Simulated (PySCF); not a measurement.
VOF₂, SMILES [O]=[V]([F])[F] (connectivity only; charge and spin as stated), neutral, multiplicity 2.

The structure is a stationary point at PBE-D3(BJ)/def2-SVP. A frequency run showed that this geometry is not a minimum. The spin state was assumed, not searched.

Level of theory: PySCF with PBE-D3(BJ)/def2-SVP.

Frequencies are harmonic and unscaled.

```
mode  ν (cm⁻¹)  IR (km/mol)  moving atoms (share of kinetic energy)
----  --------  -----------  --------------------------------------
1          85i         39.9                  V 51 %, F 31 %, O 18 %
2          196          7.5                          F 75 %, V 18 %
3          279          3.3                  O 57 %, F 33 %, V 10 %
4          683         38.6                                  F 89 %
5          809        160.1                          F 58 %, V 41 %
6         1101        148.7                          O 74 %, V 26 %
```
